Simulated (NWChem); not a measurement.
C₃H₃ClF₂; SMILES F[C@@H]1C[C@@]1(F)Cl

```xyz
9

F      0.0316    -2.1476    -0.6217
C      0.6613    -1.0037    -0.2314
C      0.5287    -0.5928     1.2260
C     -0.2062     0.1487     0.1515
F     -1.5442    -0.0310     0.0747
Cl     0.2657     1.8033    -0.2863
H      1.5939    -0.8304    -0.7618
H      1.3755    -0.1290     1.7227
H     -0.0947    -1.2358     1.8425
```
Atoms are numbered in this order, from 1.

Results from NWChem. Pople sets run with spherical d functions. All runs use the structure optimised with B3LYP/6-31G* (spherical d). Level: B3LYP/6-31G* with SMD (1 M gas to 1 M solution), gas-phase geometry.

For solvent toluene:

```yaml
solvation free energy (kcal/mol): -4.0
cavity-dispersion-structure term (kcal/mol): -1.7
dipole in solution (D): 2.44
```

**Question.** How do the values read with solvent water instead?

**Answer.** 
* **solvation free energy (kcal/mol)**: -1.1
* **cavity-dispersion-structure term (kcal/mol)**: 3.2
* **dipole in solution (D)**: 2.73
